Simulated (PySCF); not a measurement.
Sn(OMe)2 (C2H6O2Sn), SMILES C[O][Sn][O]C (connectivity only; charge and spin as stated), neutral, multiplicity 1.

Geometry: PBE0-D3(BJ)/def2-SVP. The structure was generated by enumeration; whether it is a known compound was not checked. The def2 effective core potentials stand for the cores of Sn; spin–orbit coupling is left out. Other conformers were not sampled.

Level of theory: TDA-PBE/def2-SVPD run with PySCF.

Vertical excitations. Isolated molecule, no solvent. State labels are in the subgroup C2.

Computed UV-visible absorptions:
```tsv
state	symmetry	energy (eV)	λ (nm)	f	main pairs
S1	A	3.39	365	0.000	HOMO→LUMO 100 %
S2	B	4.03	308	0.041	HOMO−1→LUMO 89 %
S3	B	4.11	301	0.029	HOMO−2→LUMO 89 %
S4	A	4.67	266	0.081	HOMO−3→LUMO 90 %
S5	A	5.35	232	0.001	HOMO→LUMO+1 100 %
S6	B	5.40	230	0.004	HOMO−1→LUMO+1 98 %
S7	A	5.60	221	0.000	HOMO−1→LUMO+2 97 %
S8	B	5.72	217	0.006	HOMO→LUMO+2 81 %
S9	B	5.89	210	0.081	HOMO−4→LUMO 72 %, HOMO−3→LUMO+2 20 %
S10	A	5.95	208	0.000	HOMO−3→LUMO+1 95 %
T1	B	3.16	392	0	HOMO−1→LUMO 100 %
T2	A	3.24	383	0	HOMO→LUMO 100 %
T3	B	3.48	356	0	HOMO−2→LUMO 96 %
T4	A	3.60	345	0	HOMO−3→LUMO 99 %
```
Triplets are in the Tamm–Dancoff approximation.
